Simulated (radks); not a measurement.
Task: Species: Ru+. Configuration: [Kr] 4d5 5s2 (not the ground configuration). All-electron calculation, Dirac Kohn-Sham, PBEsol, spin-unpolarised, spherical densities, finite nucleus; open shells are shared between the two j in proportion to 2j + 1; Fermi nuclear charge, rms radius 4.4809 fm. Program: a radial shooting solver on a logarithmic mesh with Libxc functionals. Some entries of the table are withheld. Estimate them.

| orbital | occ. | eigenvalue (hartree) | <r> (bohr) |
|---|---|---|---|
| 1s1/2 | 2 | -805.8350 | (1) |
| 2s1/2 | 2 | -116.3551 | 0.1454 |
| 2p1/2 | 2 | -107.5784 | (2) |
| 2p3/2 | 4 | -102.7718 | (3) |
| 3s1/2 | 2 | -20.96363 | 0.4027 |
| 3p1/2 | 2 | -17.55919 | 0.3958 |
| 3p3/2 | 4 | -16.74323 | 0.4065 |
| 3d3/2 | 4 | -10.71238 | 0.3821 |
| 3d5/2 | 6 | -10.55330 | 0.3856 |
| 4s1/2 | 2 | (4) | 1.011 |
| 4p1/2 | 2 | -2.33995 | 1.093 |
| 4p3/2 | 4 | -2.21158 | 1.122 |
| 4d3/2 | 2 | (5) | 1.495 |
| 4d5/2 | 3 | (6) | 1.511 |
| 5s1/2 | 2 | -0.48303 | 2.813 |
| 5p1/2 | 0 | -0.29709 | 3.445 |
| 5p3/2 | 0 | -0.28604 | 3.535 |

Result: 
(1) 1s1/2 <r> (bohr): 0.03345
(2) 2p1/2 <r> (bohr): 0.1237
(3) 2p3/2 <r> (bohr): 0.1284
(4) 4s1/2 eigenvalue (hartree): -3.36367
(5) 4d3/2 eigenvalue (hartree): -0.68919
(6) 4d5/2 eigenvalue (hartree): -0.67482
